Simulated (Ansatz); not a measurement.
`[SiH3][SiH2][TeH]` + `FCS` → `FC(S)[TeH]` + disilane at 500 K and 1 bar (formal exchange of groups at a Te–Si bond).

Calculated with Ansatz (gas phase, PBE0-D4/def2-TZVP geometries, no zero-point term in ΔE). CCSD(T)/CBS adds triple-zeta CCSD(T) − MP2 to the extrapolated MP2 energy (def2 sets, frozen cores). def2 core potentials past Kr. For Te outer-core shells are correlated without core-valence functions, which leaves a few kJ/mol of doubt a bond. One conformer a species, not always the lowest.

```json
{"species": "`[SiH3][SiH2][TeH]`", "CCSD(T)/CBS energy (Eh)": "-849.49595", "H − E (kJ/mol)": "173.5", "S (J/(mol·K))": "430.4"}
{"species": "`FCS`", "CCSD(T)/CBS energy (Eh)": "-537.40796", "H − E (kJ/mol)": "130.0", "S (J/(mol·K))": "305.7"}
{"species": "`FC(S)[TeH]`", "CCSD(T)/CBS energy (Eh)": "-805.11844", "H − E (kJ/mol)": "131.0", "S (J/(mol·K))": "389.0"}
{"species": "`[SiH3][SiH3]`", "CCSD(T)/CBS energy (Eh)": "-581.74359", "H − E (kJ/mol)": "163.1", "S (J/(mol·K))": "323.1"}
```

H − E and S are ideal-gas, rigid-rotor, harmonic terms from PBE0-D4/def2-TZVP, for one conformer and one mirror image of each species. 1 Eh = 2625.50 kJ/mol, R = 8.31446 J/(mol·K).

Problem. By hand: ΔE, ΔH, ΔS and ΔG.

Solution. ΔE = (-805.11844) + (-581.74359) − (-849.49595) − (-537.40796) = 0.04188 Eh = 110.0 kJ/mol. Δ(H − E) = 131.0 + 163.1 − 173.5 − 130.0 = -9.4, so ΔH = 100.6 kJ/mol. ΔS = 389.0 + 323.1 − 430.4 − 305.7 = -24.0 J/(mol·K). ΔG = 100.6 − 500 × (-24.0)/1000 = 112.6 kJ/mol.

Problem. By hand: the equilibrium constant, and the temperature at which ΔG would vanish if ΔH and ΔS stayed fixed.

Solution. log₁₀ K = −ΔG/(RT ln 10) = -11.8. ΔH and −TΔS have one sign here, so there is no such temperature.

ΔH outweighs TΔS. A doubt of 5 kJ/mol in ΔE shifts log₁₀ K by 0.5 here. Other conformers and mirror images would add mixing entropy, several J/(mol·K) or more a flexible species. Modes under 60 cm⁻¹, often nearly free rotors, make the harmonic entropy too high. These are equilibria of isolated gas molecules and say nothing of rates. Largest T1 diagnostic: 0.013 (customary marks: 0.02 for closed shells, 0.045 for open ones).
